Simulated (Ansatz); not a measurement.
**Which isomer of C2H6OSi gives these data?**

These gas-phase data were calculated for one isomer of C2H6OSi at PBE0-D3(BJ)/def2-SVP (harmonic, unscaled wavenumbers; equilibrium rotational constants with average atomic masses):

- rotational constants: 10.79, 4.194, 3.162 GHz
- all wavenumbers above 1500 cm⁻¹: 3935, 3238, 3159, 3139, 2258, 2205, 1685

Candidates:

(1) `C[Si](C)=O`, a singlet
(2) `C=C[SiH2]O`, a singlet

Question: Which structure fits?

Answer: Candidate (2). The band at 3935 cm⁻¹ lies where the O–H stretch is expected; (1) has no mode between 3300 and 4000 cm⁻¹.

The same quantities for all candidates:

```
     rotational constants (GHz)               wavenumbers above 1500 cm⁻¹  E above the lowest, PBE0-D3(BJ)/def2-SVP (kcal/mol)
(1)         6.477, 6.137, 3.281        3192, 3192, 3152, 3149, 3058, 3055                                                  0.0
(2)         10.79, 4.194, 3.162  3935, 3238, 3159, 3139, 2258, 2205, 1685                                                  6.4
```

Each candidate is one conformer. Programs: Ansatz 0.2.0.
